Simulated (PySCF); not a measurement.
A PySCF script (with the pyscf-properties extension) for the NMR shieldings of SMILES FB(F)C#C[C@@H]1C[C@@H]2C[C@@H]21, C7H7BF2, on a GFN2-xTB geometry:

```python
import basis_set_exchange as bse
import numpy as np
from pyscf import gto, dft
from pyscf.prop import nmr

atoms = """
F     4.059780    0.361188    1.710327
B     3.356208    1.153526    0.922510
F     3.836439    2.378619    0.811978
C     2.105772    0.696644    0.216715
C     1.110723    0.319015   -0.356028
C    -0.104395   -0.117908   -0.985838
C    -1.373623    0.733884   -0.703317
C    -2.029784   -0.489523   -0.077280
C    -1.191556   -0.971942    1.063781
C    -0.800826   -1.321007   -0.338262
H     0.070943   -0.256331   -2.054526
H    -1.858532    1.076333   -1.614212
H    -1.226098    1.578721   -0.031624
H    -3.069795   -0.746374   -0.190651
H    -0.590684   -0.271065    1.624866
H    -1.600966   -1.776395    1.656243
H    -0.700604   -2.335356   -0.686310
"""
names = dict.fromkeys(["F", "B", "C", "H"], "pcSseg-1")
basis = {el: gto.basis.parse(bse.get_basis(n, elements=[el], fmt="nwchem")) for el, n in names.items()}
mol = gto.M(atom=atoms, basis=basis, charge=0, verbose=0)
mf = dft.RKS(mol, xc="PBE0")
mf.grids.level = 2
mf.grids.alignment = dft.numint.BLKSIZE   # the property module wants whole blocks of grid points
mf.conv_tol = 1e-9
mf.kernel()

calc = nmr.RKS(mf)   # GIAO
C = mf.mo_coeff
Co = C[:, mf.mo_occ > 0]
resp = mf.gen_response(singlet=True, hermi=2)
def vind(x):   # induced exchange potential for any number of trial vectors
    d = np.einsum("pi,xij,qj->xpq", C, 2 * x.reshape(-1, C.shape[1], Co.shape[1]), Co, optimize=True)
    return np.einsum("xpq,pi,qj->xij", resp(d - d.transpose(0, 2, 1)), C, Co, optimize=True).ravel()
mo1, _ = nmr.rhf.solve_mo1(calc, with_cphf=vind)
sigma = calc.kernel(mo1)
for i, s in enumerate(sigma):   # ppm
    w = np.linalg.eigvalsh((s + s.T) / 2)
    print("%2d %-2s iso %8.1f  s11 %8.1f  s22 %8.1f  s33 %8.1f" % (i, mol.atom_pure_symbol(i), w.mean(), *w))
```

Question: What are the results?

Answer: 
```
 0 F  iso    244.8  s11     66.6  s22    300.8  s33    366.8
 1 B  iso     84.4  s11     73.5  s22     86.6  s33     93.0
 2 F  iso    244.8  s11     66.2  s22    300.7  s33    367.5
 3 C  iso    104.1  s11     24.0  s22     34.1  s33    254.1
 4 C  iso     68.9  s11    -38.3  s22    -20.1  s33    265.0
 5 C  iso    161.0  s11    148.9  s22    157.4  s33    176.6
 6 C  iso    152.8  s11    138.2  s22    149.8  s33    170.3
 7 C  iso    173.0  s11    146.1  s22    156.9  s33    216.1
 8 C  iso    173.0  s11    147.6  s22    157.5  s33    213.9
 9 C  iso    167.2  s11    136.1  s22    147.9  s33    217.5
10 H  iso     28.7  s11     23.6  s22     28.1  s33     34.3
11 H  iso     29.1  s11     25.7  s22     26.6  s33     35.2
12 H  iso     30.2  s11     26.4  s22     27.7  s33     36.5
13 H  iso     30.2  s11     23.9  s22     26.6  s33     40.0
14 H  iso     30.9  s11     24.8  s22     29.4  s33     38.4
15 H  iso     31.0  s11     25.2  s22     26.7  s33     41.0
16 H  iso     29.9  s11     24.1  s22     26.3  s33     39.3
```

These numbers come from an equivalent density-fitted implementation of the same equations, which agrees with the script to about 0.01 ppm for H and up to a few tenths of a ppm for heavy atoms, so last digits may differ.

Size and cost of the density-fitted run: 205 basis functions, 34 s wall time on 1 thread of an Arm Neoverse V2, shared host; peak memory 0.91 GiB.
